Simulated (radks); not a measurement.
The aluminium ion Al2+, [Ne] 3s1. All-electron calculation, non-relativistic Kohn-Sham, r2SCAN, spin-polarised, spherical densities, point nucleus; meta-GGA in the generalised Kohn-Sham scheme. Program: a radial shooting solver on a logarithmic mesh with Libxc functionals. Every spin shell is full or empty, so the densities are truly spherical. Functionals are evaluated on that one density, not self-consistently. Rank these exchange functionals by their error against the exact value of the orbitals, and give that value: LDA, B88, PBE, PBEsol, revPBE, OPTX, WC, B86b, G96, EV93, APBE, revTPSS, MS2, TASK, MVS.

Answer. Exact: -17.6743 hartree. From best to worst, with 100 (|E| - |E exact|)/|E exact| (equal figures are ties): OPTX +0.01, B88 +0.03, revPBE -0.04, G96 +0.11, B86b +0.11, MVS -0.15, MS2 +0.22, revTPSS -0.30, PBE -0.55, APBE +0.65, EV93 +1.63, WC -1.72, TASK -2.76, PBEsol -3.68, LDA -8.53.
